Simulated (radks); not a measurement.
All-electron atom: Hf LIII in [Ar] 3d2 (the NIST ground configuration). Calculated with a radial shooting solver on a logarithmic mesh with Libxc functionals: Dirac Kohn-Sham, LDA (Slater exchange, Perdew-Wang correlation), spin-unpolarised, spherical densities, point nucleus; open shells are shared between the two j in proportion to 2j + 1.

Unscreened Slater integrals over Kohn-Sham orbitals (eV). Large and small components are both included. Empty in this configuration: 4s1/2.

F0(3d5/2,3d5/2): 142.15
F2(3d5/2,3d5/2): 73.722
F4(3d5/2,3d5/2): 47.749
F0(3d5/2,3d3/2): 143.65
F2(3d5/2,3d3/2): 74.173
G2(3d5/2,3d3/2): 72.796
G4(3d5/2,3d3/2): 47.128
F0(3d5/2,3p3/2): 130.86
F2(3d5/2,3p3/2): 62.423
G1(3d5/2,3p3/2): 64.515
G3(3d5/2,3p3/2): 43.708
F0(3d5/2,3p1/2): 135.63
G3(3d5/2,3p1/2): 47.552
F0(3d5/2,4s1/2): 81.675
G2(3d5/2,4s1/2): 7.8280
F0(3d3/2,3d3/2): 145.22
F2(3d3/2,3d3/2): 74.707
F0(3d3/2,3p3/2): 132.01
F2(3d3/2,3p3/2): 62.193
G1(3d3/2,3p3/2): 63.331
G3(3d3/2,3p3/2): 42.886
F0(3d3/2,3p1/2): 136.92
G1(3d3/2,3p1/2): 71.782
F0(3d3/2,4s1/2): 82.018
G2(3d3/2,4s1/2): 7.7679
F0(3p3/2,3p3/2): 124.38
F2(3p3/2,3p3/2): 61.970
F0(3p3/2,3p1/2): 128.19
G2(3p3/2,3p1/2): 62.215
F0(3p3/2,4s1/2): 79.793
G1(3p3/2,4s1/2): 8.4277
F0(3p1/2,3p1/2): 132.54
F0(3p1/2,4s1/2): 80.864
G1(3p1/2,4s1/2): 8.5740
F0(4s1/2,4s1/2): 65.272
